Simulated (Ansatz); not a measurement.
`N[AsH][TeH]` and `B[AsH]N` differ in one atom or group.

Ansatz, PBE0-D4/def2-TZVP geometries, multiplicity 1. Each molecule was computed in one conformer, which needn't be the lowest.

Elements past krypton have def2 core potentials. Scalar relativity is left out up to krypton.

| property | `N[AsH][TeH]` |
| --- | --- |
| HOMO–LUMO gap (PBE/def2-TZVPP) / eV | 3.48 |
| HOMO–LUMO gap (PBE0/def2-TZVPP) / eV | 5.27 |
| size of the dipole moment (ωB97M-V/def2-TZVPP) / D | 1.08 |
| LUMO energy (ωB97M-V/def2-TZVPP) / eV | 0.67 |
| HOMO energy (PBE0/def2-TZVPP) / eV | -6.36 |
| HOMO energy (ωB97M-V/def2-TZVPP) / eV | -8.44 |

**Question.** Give the same properties after the change, and the shifts. (Best estimate.)

**Answer.** Ansatz gave: 
| property | `B[AsH]N` | shift |
| --- | --- | --- |
| HOMO–LUMO gap (PBE/def2-TZVPP) / eV | 3.04 | -0.44 |
| HOMO–LUMO gap (PBE0/def2-TZVPP) / eV | 5.01 | -0.26 |
| size of the dipole moment (ωB97M-V/def2-TZVPP) / D | 1.04 | -0.04 |
| LUMO energy (ωB97M-V/def2-TZVPP) / eV | -0.12 | -0.79 |
| HOMO energy (PBE0/def2-TZVPP) / eV | -7.03 | -0.67 |
| HOMO energy (ωB97M-V/def2-TZVPP) / eV | -9.14 | -0.70 |

With PBE0 the HOMO falls by 0.67 eV and the LUMO falls by 0.93 eV, so the gap narrows by about 0.26 eV. PBE moves the HOMO by -0.64 eV and ωB97M-V by -0.70 eV. The zero-point energy changes by 33.9 kJ/mol with +3 modes. Dipoles are sizes alone; their direction can turn.

Spin–orbit coupling is left out; it splits and shifts lone-pair levels of the heavy atoms by tenths of an eV.
